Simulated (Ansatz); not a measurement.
AlBH8OSi2. Charge 0, multiplicity 1. The bonds changed during the relaxation, so this is another structure than the one it started from.

Cartesian coordinates in Å:
```
B -1.352 -1.031 -0.073
Si 0.423 -0.597 -0.385
O 1.689 -1.345 0.346
Al -1.328 -0.129 1.851
Si 1.093 1.257 -1.650
H -2.198 -0.492 -0.722
H -1.674 -1.872 0.768
H 2.529 -0.887 0.401
H -2.668 0.615 2.265
H -0.243 -0.485 2.956
H -0.110 2.014 -2.076
H 1.861 0.816 -2.846
H 1.978 2.135 -0.835
```

Q: Give the diagnostics of a CCSD(T)/def2-TZVPP run (frozen core, the Gaussian-basis code of Ansatz). (Estimate.)

A: Computed: T1 = 0.0140, largest single amplitude 0.017, largest double 0.053, (T) share of the correlation energy 3.9 %, 10 CCSD cycles. The RHF solution is stable towards an unrestricted one. T1 lies under the customary mark of 0.02 for closed shells.
